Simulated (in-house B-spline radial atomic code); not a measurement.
**The manganese ion Mn⁷⁺: [Ne] 3s2 3p6**

Level of theory: non-relativistic TPSS, spin-polarised, spherical fractional occupations, point nucleus; calculated with an all-electron radial atomic-structure program (B-spline basis).

Z_r = [3n² - l(l+1)]/(2<r>); Z_e = n√(-2ε); the last column is Slater's effective charge. Values are occupation-weighted means over spin.

| shell | electrons | ε (eV) | <r> (bohr) | Z_r | Z_e | Slater |
| --- | --- | --- | --- | --- | --- | --- |
| 1s | 2 | -6530.9 | 0.06154 | 24.38 | 21.91 | 24.70 |
| 2s | 2 | -883.12 | 0.2816 | 21.30 | 16.11 | 20.85 |
| 2p | 6 | -776.53 | 0.2479 | 20.17 | 15.11 | 20.85 |
| 3s | 2 | -214.94 | 0.7993 | 16.89 | 11.92 | 13.75 |
| 3p | 6 | -183.01 | 0.8141 | 15.35 | 11.00 | 13.75 |

The least bound orbital is 3p at -183 eV, and it is also the most diffuse (<r> = 0.8141 bohr).

The density falls to 0.001 bohr⁻³ at 2.068 bohr; Σ<r²> = 6.7076 bohr² gives, by the non-relativistic formula and without the paramagnetism of open shells, a Langevin diamagnetic susceptibility of -5.312×10⁻⁶ cm³/mol.
